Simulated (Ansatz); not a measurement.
Basis-set extrapolation for `N#Cc1ccc[nH]1` (PBE0-D4/def2-TZVP geometry, frozen core, the Gaussian-basis code of Ansatz). Multiplicity 1, RHF reference.

|  | def2-TZVPP | def2-QZVPP |
| --- | --- | --- |
| HF | -300.657926 | -300.670337 |
| MP2 correlation | -1.166940 | -1.243025 |
| CCSD(T) correlation | -1.238182 | not run |

Energies in hartree. Use E(X) = E(∞) + A·exp(−7.88·√X) for Hartree–Fock and E(X) = E(∞) + B·X^(−2.97) for correlation, with X = 3 and 4, and add CCSD(T) minus MP2 of the smaller set to the MP2 limit.

Question: What is the CCSD(T) energy at the basis-set limit?

Answer: HF limit: -300.670337 + (-0.012411) × 0.13774 = -300.67205. MP2 limit: -1.243025 + (-0.076085) × 0.74074 = -1.29938. Higher-order term: -1.238182 − (-1.166940) = -0.07124. Total: -302.04267 hartree, 92.0 kcal/mol below CCSD(T)/def2-TZVPP.
